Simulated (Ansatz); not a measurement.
Several settings on one geometry of Cu2Te (the lowest singlet isomer of a short search) (that of the charge 0 singlet, B3LYP-D4/def2-TZVP). Ansatz on 2 threads of AMD EPYC 7R13 on a shared host; times are rough.

Cartesian coordinates in Å:
```
Cu -0.250 0.411 -1.404
Cu 1.012 0.594 0.910
Te -0.762 -1.004 0.495
```

Totals from different functionals, basis sets or treatments of relativity can't be compared as stabilities.

In the def2 sets Te takes a core potential; there is no spin–orbit coupling. Correlated methods freeze 14 core orbitals; core or outer-core shells of Te are correlated, in sets that lack core-valence functions.

The spins typed aren't always the lowest for that charge.

(1) Give the basis size and estimate the energy, ⟨S²⟩ and time of these runs.

| run | method | charge | state | further keys |
| --- | --- | --- | --- | --- |
| 1 | RKS ωB97X/def2-mTZVPP | 0 | singlet | scf: {omitted_lower_state_checks: [starts]}; forces asked |
| 2 | ROKS B97M-V/def2-mTZVPP | 0 | triplet | – |
| 3 | UKS PBE0-DH/def2-mTZVP | 0 | singlet | scf: {omitted_lower_state_checks: [starts]} |

Answers

(1) 
```
run  functions  energy (Eh)  ⟨S²⟩  wall time
  1        102   -3549.2409     –        8 s
  2        102   -3548.3868     –       70 s
  3        102   -3548.3873  0.00      7.5 s
```
